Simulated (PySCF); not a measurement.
# `Nc1ccc(C(F)(F)F)s1`, C5H4F3NS

Geometry:
```
atom   x (Å)   y (Å)   z (Å)
  N1  -2.851   0.255  -0.267
  C2  -1.508   0.057  -0.060
  C3  -0.890  -0.906   0.711
  C4   0.524  -0.843   0.627
  C5   0.972   0.155  -0.192
  C6   2.381   0.504  -0.504
  F7   2.669   0.360  -1.806
  F8   3.220  -0.276   0.182
  F9   2.670   1.778  -0.199
 S10  -0.347   1.039  -0.896
 H11  -3.458  -0.166   0.426
 H12  -3.141   1.188  -0.530
 H13  -1.440  -1.629   1.315
 H14   1.203  -1.509   1.161
```

Computed with PySCF 2.14.0, quadratic response CAM-B3LYP/aug-cc-pVDZ first hyperpolarisability, Taylor convention, gas phase. Geometry: PBE0-D3(BJ)/def2-SVP.

Task: Give the tensor of the second harmonic β(−2ω;ω,ω) at 1907 nm in the axes of these coordinates.

Result: In au, Taylor convention; rows are the first index (the induced dipole):
|  | xx | yy | zz | xy | xz | yz |
| --- | --- | --- | --- | --- | --- | --- |
| x | -262.5 | +50.9 | +48.5 | -24.7 | +19.1 | -8.0 |
| y | -22.5 | +13.9 | +6.5 | +50.3 | -7.3 | -7.2 |
| z | +17.6 | -7.4 | -23.2 | -7.3 | +48.4 | +6.3 |

Norm of βᵢ = ⅓ Σⱼ (βᵢⱼⱼ + βⱼᵢⱼ + βⱼⱼᵢ): 164.1 au, hyper-Rayleigh value 102.0 au.
